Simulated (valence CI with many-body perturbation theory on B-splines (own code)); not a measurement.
**Lu XXXIII: calculated level list**

Calculated by valence CI with perturbative core correlation (CI+MBPT): three valence electrons over a frozen Dirac-Fock core [Kr], radial functions for each j: 7 s, 7 p, 8 d, 6 f, 4 g, 1 h, with the one-electron correlation potential Σ1 (screened to all orders), the two-electron term Σ2, the three-electron term Σ3, Breit, model QED; selected single and double excitations, second order for the rest, scaled by the run's own slope (own B-spline code, finite nucleus).

The last digits are not significant, and no measured levels were compared; by estimate large intervals hold to a few tenths of a per cent, small ones and those within an open d or f shell to about a per cent. Only levels of the ground parity were solved; by the run's estimate the other parity begins above the list, which can be wrong where configurations are misplaced.

Levels 1 to 19 of 19, with energies above the lowest level, (4d3/2^3) J=3/2. "Leading %" is the weight of the configuration and term that name the level; weights of strongly mixed levels are sums over their largest components and can fall short, so below about 35 % the name and the second component can differ from the true leading terms, or belong to a minority configuration. In the jj column 3d3/2^4 stands for four electrons in 3d with j = 3/2. Lifetimes count E1, E2, E3, M1 and M2 decay at the calculated energies, and are blank where another channel may lead or the interval is too uncertain; long ones can be off by a factor of two.

| No. | Configuration | Term | J | E (cm⁻¹) | Leading % | Lifetime | Leading jj |
| --- | --- | --- | --- | --- | --- | --- | --- |
| 1 | 4d3 | 4F | 3/2 | 0 | 53 |  | 4d3/2^3 (96 %) |
| 2 | 4d3 | 4F | 5/2 | 92827 | 86 | 46.6 μs | 4d3/2^2 4d5/2 (98 %) |
| 3 | 4d3 | 4P | 3/2 | 111880 | 40 | 55.1 μs | 4d3/2^2 4d5/2 (97 %) |
| 4 | 4d3 | 2G | 7/2 | 120750 | 44 | 2.72 ms | 4d3/2^2 4d5/2 (92 %) |
| 5 | 4d3 | 2G | 9/2 | 124510 | 43 | 2.28 s | 4d3/2^2 4d5/2 (98 %) |
| 6 | 4d3 | 4P | 1/2 | 126180 | 61 | 147 μs | 4d3/2^2 4d5/2 (99 %) |
| 7 | 4d3 | 4P | 5/2 | 182960 | 51 | 204 μs | 4d3/2^2 4d5/2 (85 %) |
| 8 | 4d3 | 4F | 7/2 | 213740 | 56 | 22.5 μs | 4d3/2 4d5/2^2 (95 %) |
| 9 | 4d3 | 4F | 9/2 | 225470 | 53 | 39.5 μs | 4d3/2 4d5/2^2 (94 %) |
| 10 | 4d3 | 4P | 3/2 | 238750 | 41 | 17.1 μs | 4d3/2 4d5/2^2 (99 %) |
| 11 | 4d3 | 2P | 1/2 | 246860 | 61 | 27.8 μs | 4d3/2 4d5/2^2 (99 %) |
| 12 | 4d3 | 2H | 11/2 | 254120 | 100 | 89.8 μs | 4d3/2 4d5/2^2 (100 %) |
| 13 | 4d3 | 2D | 5/2 | 255300 | 49 | 37.6 μs | 4d3/2 4d5/2^2 (85 %) |
| 14 | 4d3 | 2D | 5/2 | 273070 | 43 | 53.8 μs | 4d3/2 4d5/2^2 (96 %) |
| 15 | 4d3 | 2F | 7/2 | 279190 | 83 | 66.4 μs | 4d3/2 4d5/2^2 (97 %) |
| 16 | 4d3 | 2D | 3/2 | 326800 | 62 | 25.2 μs | 4d3/2 4d5/2^2 (80 %) |
| 17 | 4d3 | 2G | 9/2 | 344170 | 54 | 17.7 μs | 4d5/2^3 (96 %) |
| 18 | 4d3 | 2D | 3/2 | 386440 | 62 | 16.9 μs | 4d5/2^3 (81 %) |
| 19 | 4d3 | 2D | 5/2 | 414610 | 64 | 11.7 μs | 4d5/2^3 (92 %) |

The ionisation energy to 4d2 3F_2 of the next ion comes out as 1293.5 eV (NIST: 1292 ± 4 eV (theoretical)). All 19 levels together are meant to be complete up to 431200 cm⁻¹.
